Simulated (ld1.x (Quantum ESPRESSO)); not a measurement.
Logarithmic derivatives: O, TM

oxygen (O), norm-conserving Troullier–Martins (Kleinman–Bylander form), made with ld1.x (Quantum ESPRESSO) 7.5 (PBE, non-relativistic). Core [He], reference 2s2 2p2 (charge +2). Waves: 2p (bound): rc 1.85 bohr; 3d channel at -0.2 Ry: rc 1.85 bohr; 2s (bound): rc 0.95 bohr. Local part: the s channel. Core correction: a·sin(br)/r model core inside 0.50 bohr.

The phase is arctan(r·u′/u) with u = r·R(r), unwrapped; energies in Ry, scanned from -6 to 5 Ry. A pole is an energy at which the radial function vanishes at the test radius. The pseudo phase is shifted by a multiple of π to meet the all-electron one at the reference energy, and phase errors are pseudo minus all-electron; the curves can meet again beyond the range given. Levels narrower than the energy grid can be missing from the lists of poles.

Q: For each channel, where are the poles, and over which energies does the pseudopotential scatter like the atom?

A:

| channel | radius (bohr) | reference energy (Ry) | poles, all-electron | poles, pseudo | unbroken range about the reference energy with phases within 0.05 rad | phase error 1 Ry above the reference energy (rad) |
| --- | --- | --- | --- | --- | --- | --- |
| s | 1.99 | -4.28 | -3.94 | -3.94 | below 0.6 | -0.000 |
| p | 1.99 | -3.18 | -2.84 | -2.83 | below -0.3 | +0.005 |
| d | 1.99 | -0.20 | 3.10 | 3.13 | the whole range | +0.001 |

Phases in the s channel:

| E (Ry) | all-electron | pseudo |
| --- | --- | --- |
| -6.00 | 1.255 | 1.255 |
| -5.48 | 1.188 | 1.187 |
| -4.96 | 0.992 | 0.992 |
| -4.44 | -0.730 | -0.730 |
| -3.92 | -1.580 | -1.580 |
| -3.40 | -1.719 | -1.719 |
| -2.88 | -1.790 | -1.791 |
| -2.36 | -1.850 | -1.851 |
| -1.84 | -1.914 | -1.915 |
| -1.32 | -1.996 | -1.999 |
| -0.80 | -2.117 | -2.123 |
| -0.28 | -2.321 | -2.335 |
| 0.24 | -2.709 | -2.742 |
| 0.76 | -3.351 | -3.402 |
| 1.28 | -3.917 | -3.955 |
| 1.80 | -4.226 | -4.250 |
| 2.32 | -4.391 | -4.408 |
| 2.84 | -4.491 | -4.504 |
| 3.36 | -4.558 | -4.569 |
| 3.88 | -4.607 | -4.617 |
| 4.40 | -4.644 | -4.654 |
| 4.92 | -4.675 | -4.685 |
